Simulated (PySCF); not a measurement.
ClH8NOSi3. Atoms are numbered in the order given.

```xyz
14

Si     0.0932    -1.0168     0.2704
Cl     0.9078    -0.3038     2.0642
N     -1.6139    -0.8039     0.1739
Si    -2.4125     0.4681    -0.7565
O      0.7135    -0.0936    -0.9654
Si     1.8448     1.1465    -1.1427
H      0.5062    -2.4471     0.1692
H     -2.2155    -1.4124     0.7357
H     -3.8550     0.4605    -0.3327
H     -2.3396     0.2311    -2.2397
H     -1.8139     1.8165    -0.4658
H      1.3978     2.3759    -0.4046
H      3.1878     0.7083    -0.6307
H      1.9316     1.4378    -2.6108
```
Charge 0, spin multiplicity 1.

Coordinates come from a PBE-D3(BJ)/def2-SVP optimisation. The values are those of a single conformer.

These are PBE-D3(BJ)/def2-SVP in PySCF values and carry that method's errors.

Frequencies are harmonic and unscaled.

Computed vibrational spectrum:
```
mode  ν (cm⁻¹)  IR (km/mol)    moving atoms (share of kinetic energy)
----  --------  -----------  ----------------------------------------
1           31          1.3          Si 45 %, H 20 %, Cl 18 %, N 15 %
2           46          0.7                   Si 39 %, H 31 %, O 22 %
3           66          0.6                  H 50 %, Si 28 %, Cl 17 %
4           70          1.4                  H 52 %, Si 22 %, Cl 19 %
5           98          1.3                   H 62 %, Si 16 %, O 12 %
6          130          2.4                   H 43 %, O 33 %, Si 19 %
7          182         16.1  H 40 %, Cl 19 %, Si 17 %, N 13 %, O 12 %
8          274         10.5  N 26 %, Cl 23 %, Si 21 %, O 18 %, H 12 %
9          308         28.5           H 51 %, O 17 %, N 17 %, Si 11 %
10         372         31.6           Si 43 %, N 24 %, H 15 %, O 14 %
11         501         60.1                          Si 52 %, Cl 35 %
12         608         32.0                   Si 55 %, H 25 %, O 17 %
13         621         13.5                   H 49 %, Si 38 %, N 11 %
14         686         11.1                            H 86 %, Si 8 %
15         690         24.3                            H 84 %, Si 9 %
16         709         38.0                    H 80 %, O 11 %, Si 9 %
17         717         35.1                    H 73 %, N 14 %, Si 9 %
18         813        219.6                           H 75 %, Si 14 %
19         841        301.4                   H 70 %, Si 15 %, N 14 %
20         897        245.9                   H 53 %, N 25 %, Si 21 %
21         902         60.5                                    H 93 %
22         913         86.0                                    H 96 %
23         916        124.7                                    H 95 %
24         928          8.9                                    H 93 %
25         953        319.1                           H 74 %, Si 17 %
26         962         49.4                             H 81 %, N 9 %
27        1045        318.0                   O 69 %, Si 17 %, H 13 %
28        1131        198.6                            H 61 %, N 35 %
29        2165         92.5                                    H 96 %
30        2166         68.5                                    H 99 %
31        2174        125.6                                    H 98 %
32        2175         94.2                                    H 96 %
33        2182        107.5                                    H 96 %
34        2196        116.8                                    H 96 %
35        2219        120.9                                    H 97 %
36        3531         49.9                                    H 93 %
```
